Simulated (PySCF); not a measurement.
BH5N2O, SMILES NB(N)O. Atoms are numbered in the order given.

```xyz
9

B      0.0225     0.0078     0.0000
O      1.3967    -0.1373     0.0000
H      1.6772    -1.0541     0.0000
N     -0.4742     1.3364     0.0000
H      0.1566     2.1238     0.0000
H     -1.4510     1.5829     0.0000
N     -0.8515    -1.1194     0.0000
H     -1.8570    -1.0367     0.0000
H     -0.5323    -2.0762     0.0000
```

Coordinates come from a PBE0-D3(BJ)/def2-SVP optimisation. One conformer was computed; it need not be the lowest.

These are PBE/def2-TZVPD (PySCF) values and carry that method's errors.

Mulliken values depend strongly on the basis, most of all with diffuse functions as here. ESP charges are fitted to the potential on shells at 1.4 to 2.0 van der Waals radii. Atomic charges (e):

```csv
atom,Mulliken,ESP fit,meta-Löwdin
B1,0.23,[?],0.30
O2,-0.53,-0.73,-0.54
H3,0.26,[?],0.34
N4,-0.27,-1.29,-0.51
H5,0.14,[?],0.24
H6,0.15,[?],0.23
N7,-0.22,-1.37,-0.52
H8,0.14,[?],0.23
H9,0.11,[?],0.23
```

Task: Fill in the missing entries. (An estimate is asked for; the answer gives what the named calculation found.)

Result: 
- B1, ESP fit: 1.12
- H3, ESP fit: 0.40
- H5, ESP fit: 0.47
- H6, ESP fit: 0.46
- H8, ESP fit: 0.49
- H9, ESP fit: 0.45
